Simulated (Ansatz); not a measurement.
Calculated with Ansatz (gas phase, PBE0-D4/def2-TZVP geometries, no zero-point term in ΔE). CCSD(T)/CBS is the MP2 limit (def2-TZVPP, def2-QZVPP) plus CCSD(T) − MP2 in def2-TZVPP, frozen cores. Functionals use def2-TZVPP. For Ga outer-core shells are correlated without core-valence functions, which leaves a few kJ/mol of doubt a bond. Scalar relativity is left out up to krypton. Each species was taken in one conformer, which may not be the lowest.

Reaction (substitution at a C–C bond): `CC(C)[SiH]` + `[NH2][GaH][CH2]F` → `C[NH][GaH][CH2]F` + `CC[SiH]`

`CC(C)[SiH]`:

Cartesian coordinates in Å:
```
C -1.095 0.661 0.631
C -0.436 -0.430 -0.185
C 0.827 0.011 -0.931
Si 0.714 -1.732 0.584
H -1.921 0.264 1.225
H -0.379 1.110 1.324
H -1.502 1.458 -0.002
H -1.143 -0.885 -0.880
H 1.171 0.992 -0.607
H 1.724 -0.675 -0.734
H 0.742 -0.039 -2.016
H 1.297 -0.738 1.589
```

`[NH2][GaH][CH2]F`:

Z-matrix (Å, degrees):
```
C
Ga 1 1.989
F 1 1.393 2 111.3
H 1 1.096 2 111.3 3 -120.3
H 1 1.096 2 111.3 3 120.3
N 2 1.816 1 116.3 3 180.0
H 2 1.559 1 126.0 3 -0.1
H 6 1.006 2 125.0 1 -0.0
H 6 1.006 2 123.4 1 179.9
```

`C[NH][GaH][CH2]F`:

Z-matrix (Å, degrees):
```
C
N 1 1.446
H 1 1.097 2 112.0
H 1 1.090 2 110.0 3 119.5
H 1 1.097 2 112.0 3 -121.0
Ga 2 1.811 1 129.4 3 -119.5
H 2 1.008 1 112.9 3 60.4
C 6 1.990 2 120.0 1 -0.1
H 6 1.565 2 116.9 1 -180.0
F 8 1.395 6 113.1 2 0.2
H 8 1.096 6 110.7 2 121.1
H 8 1.096 6 110.7 2 -120.7
```

`CC[SiH]`:

Z-matrix (Å, degrees):
```
C
C 1 1.523
H 1 1.093 2 111.1
H 1 1.094 2 112.0 3 119.8
H 1 1.092 2 111.0 3 -119.2
Si 2 1.891 1 121.0 3 67.6
H 2 1.111 1 109.8 3 -179.7
H 2 1.095 1 111.7 3 -64.8
H 6 1.532 2 94.7 1 32.0
```

```csv
species,PBE energy (Eh)
`CC(C)[SiH]`,-408.28817
`[NH2][GaH][CH2]F`,-2120.13738
`C[NH][GaH][CH2]F`,-2159.39515
`CC[SiH]`,-369.01458
```

Q: Work out ΔE.

A: ΔE = (-2159.39515) + (-369.01458) − (-408.28817) − (-2120.13738) = 0.01582 Eh = +9.9 kcal/mol. CCSD(T)/CBS gives +8.6 kcal/mol.

Largest T1 diagnostic among the species: 0.014.

In def2-TZVPP, CCSD(T) changes the Hartree–Fock value by +5.2 kcal/mol (the triples alone add +1.0 kcal/mol) and MP2 by +7.5 kcal/mol.
